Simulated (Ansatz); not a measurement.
Geometry optimisation, RKS PBE0-D4/6-31G (Ansatz).

Input file:

```yaml
crystal:
  periodic: [false, false, false]
  atoms:
    - { symbol: Al, position_ang: [0.0, 0.0, 0.0] }
    - { symbol: Cl, position_ang: [0.0, 0.0, 2.23] }
    - { symbol: O, position_ang: [1.5415, 0.0, -0.89] }
    - { symbol: H, position_ang: [1.8414, -0.9519, -1.0449] }
    - { symbol: O, position_ang: [-1.5415, 0.0, -0.89] }
    - { symbol: H, position_ang: [-2.0512, -0.8467, -0.6815] }
basis:
  gaussian: { orbitals: "6-31G" }
hamiltonian:
  xc: pbe0
  dispersion: d4
relax:
  f_tol: 0.02
  max_steps: 40
```

Run as:

```bash
$ ansatz run input.yaml --threads 1 --pin off --max-ram 2048MiB --backend cpu --events-out ev --progress --plain --runs-dir out
```

Where does it end, and by what steps?

It converged. The force dipped under the threshold on the way, but the program's further checks kept it going. Limits of this set-up: no polarisation functions. After 14 steps the energy has fallen by 0.771 eV; H4 moved furthest, 0.62 Å.

| step | energy less start (eV) | largest force component (eV/Å) | accepted |
| --- | --- | --- | --- |
| 0 | 0.0000 | 1.887 | yes |
| 1 | -0.1948 | 1.757 | yes |
| 2 | -0.4468 | 1.418 | yes |
| 3 | -0.5736 | 0.585 | yes |
| 4 | -0.6969 | 0.205 | yes |
| 5 | -0.7548 | 0.237 | yes |
| 6 | -0.7612 | 0.179 | yes |
| 7 | -0.7672 | 0.057 | yes |
| 8 | -0.7679 | 0.098 | yes |
| 9 | -0.7697 | 0.086 | yes |
| 10 | -0.6795 | 2.473 | no |
| 11 | -0.7701 | 0.108 | yes |
| 12 | -0.7707 | 0.009 | yes |
| 13 | -0.7707 | 0.032 | no |
| 14 | -0.7707 | 0.008 | yes |

```xyz
6
Properties=species:S:1:pos:R:3
Al 0.012 -0.253 0.080
Cl -0.023 0.092 2.226
O 1.524 -0.373 -0.631
H 2.102 -0.495 -1.377
O -1.436 -0.383 -0.764
H -2.387 -0.386 -0.810
```

The run took 18 s on 1 thread of Intel(R) Xeon(R) 6975P-C (Granite Rapids) (shared host), peak memory 0.14 GiB.
